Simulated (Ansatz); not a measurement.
Reaction (ligand exchange at a Ge–C bond): `C[CH2][Ge][CH2]C` + CH₃OH → `C[CH2][Ge][O]C` + `CC`

Program: Ansatz. Geometries: PBE0-D4/def2-TZVP. ΔE: electronic, gas phase. CCSD(T)/CBS is the MP2 limit (def2-TZVPP, def2-QZVPP) plus CCSD(T) − MP2 in def2-TZVPP, frozen cores. This one scheme is used for every species. DFT in def2-TZVPP. B3LYP here is the variant with VWN-RPA as its local correlation; programs differ in this. HSE06 is defined as in plane-wave codes. For Ge outer-core shells are correlated without core-valence functions, which leaves a few kJ/mol of doubt a bond. Scalar relativity is left out up to krypton. Each species was taken in one conformer, which may not be the lowest.

```tsv
level	ΔE (kJ/mol)	difference from CCSD(T)/CBS
PBE-D4	-123.5	-5.9
B3LYP-D4	-127.8	-10.2
revPBE	-128.6	-11.0
PBE0	-121.1	-3.5
B3LYP	-134.1	-16.5
r2SCANh	-127.5	-9.9
HSE06	-120.9	-3.3
HF/def2-TZVPP	-128.8	-11.2
MP2/def2-TZVPP	-119.5	-1.9
SCS-MP2/def2-QZVPP	-122.6	-5.0
CCSD(T)/CBS	-117.6	0
```

Task: What do rigid-rotor, harmonic-oscillator terms from PBE0-D4/def2-TZVP frequencies (298.15 K, 1 bar) make of the CCSD(T)/CBS value? (An estimate is asked.)

Result: The calculation gave: ΔZPE = +1.7 kJ/mol, ΔH = -116.5 kJ/mol, ΔS = -14 J/(mol·K), ΔG = -112.2 kJ/mol. Modes under 50 cm⁻¹ make the entropy rough.

Largest T1 diagnostic among the species: 0.014.

In def2-TZVPP, CCSD(T) changes the Hartree–Fock value by +10.3 kJ/mol (the triples alone add −0.9 kJ/mol) and MP2 by +9.3 kJ/mol. At CCSD(T), def2-SVP lies −15.6 kJ/mol from the extrapolated value and def2-TZVPP −0.9 kJ/mol.
